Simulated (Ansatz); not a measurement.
Stepwise reaction of `[CH3][In]([CH3])[SH]` with methanol, as a gas-phase model of exchange steps in deposition or etching. ΔE in kJ/mol.

Gas-phase electronic energies from Ansatz, PBE0-D4/def2-TZVP geometries. CCSD(T)/CBS adds triple-zeta CCSD(T) − MP2 to the extrapolated MP2 energy (def2 sets, frozen cores). This one scheme is used for every species. Functionals use def2-TZVPP. B3LYP here is the variant with VWN-RPA as its local correlation; programs differ in this. def2 core potentials past Kr. For In outer-core shells are correlated without core-valence functions, which leaves a few kJ/mol of doubt a bond. Each species was taken in one conformer, which may not be the lowest.

| step | reaction | PBE-D4 | B3LYP-D4 | ωB97M-V | CCSD(T)/CBS |
| --- | --- | --- | --- | --- | --- |
| 1 | `[CH3][In]([CH3])[SH]` + CH₃OH → `C[O][In]([CH3])[SH]` + CH₄ | -53.1 | -57.2 | -50.4 | -54.0 |
| 2 | `C[O][In]([CH3])[SH]` + CH₃OH → `C[O][In]([SH])[O]C` + CH₄ | -32.2 | -36.4 | -29.4 | -34.3 |

(1) By hand: ΔE of the 2 steps together at CCSD(T)/CBS.

## Answers

(1) (-54.0) + (-34.3) = -88.3 kJ/mol, or -44.1 kJ/mol a step.

In ΔE each step is higher than the one before. All are downhill at CCSD(T)/CBS. PBE-D4 differs from CCSD(T)/CBS by 0.9 to 2.1 kJ/mol a step. Only this route is followed, and other bonds may react first. Isolated molecules leave out the surface, adducts and barriers. Largest T1 diagnostic: 0.016.
